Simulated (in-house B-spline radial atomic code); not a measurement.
Results of a calculation; reference values are marked as such.
# From levels and matrix elements to observables: Ho⁶⁴⁺

One electron outside the 1s2 core, from an all-electron radial atomic-structure program (B-spline basis): Brueckner orbitals with a screened correlation potential on Dirac-Hartree-Fock, Breit and QED terms for the lowest states, dipole elements in length form with static core polarisation. The core's own polarisability, by RPA, is 3.485e-07 bohr³.

```csv
state,removal energy (cm⁻¹),size of the reduced dipole element to 2s1/2 (a.u.)
2s1/2,126996858,-
3s1/2,55283739,-
2p1/2,125668698,0.05839
2p3/2,117919184,0.08783
3p1/2,54922474,0.03521
3p3/2,52614593,0.04199
```

Use R = 109737.3 cm⁻¹, 1 hartree = 219474.6 cm⁻¹, c = 137.036 and 1 a.u. of rate = 4.1341e16 s⁻¹.

(1) Find the quantum defects of the two s states and predict 4s1/2.

(2) What are the wavelength, oscillator strength and rate of 2s1/2–2p3/2?

Results:

(1) With n* = 65 √(R/E): 2s1/2 has n* = 1.9107, δ = 0.0893; 3s1/2 has n* = 2.8960, δ = 0.1040. Ritz's form δ = δ0 + b/n*² gives b = -0.095, δ0 = 0.1154, so with n* ≈ 4 − 0.1040, δ = 0.1091 and E = R × 65²/(4 − 0.1091)² = 30625867 cm⁻¹. The program finds 30686424 cm⁻¹. In so highly charged an ion δ holds relativistic, Breit and QED shifts that Ritz's form doesn't follow, and the higher level lacks the last two.

(2) ΔE = 9077674 cm⁻¹ = 41.36093 hartree, λ = 1.1016 nm in vacuum. f = (2/3) ΔE D²/(2j + 1 of the lower state) = (2/3) × 41.36093 × 0.08783²/2 = 0.1064. A = (4/3) ΔE³ D²/(c³ (2j' + 1)) = 7.0702e-05 a.u. = 2.923e+12 s⁻¹, a partial lifetime of 0.0003421 ns.
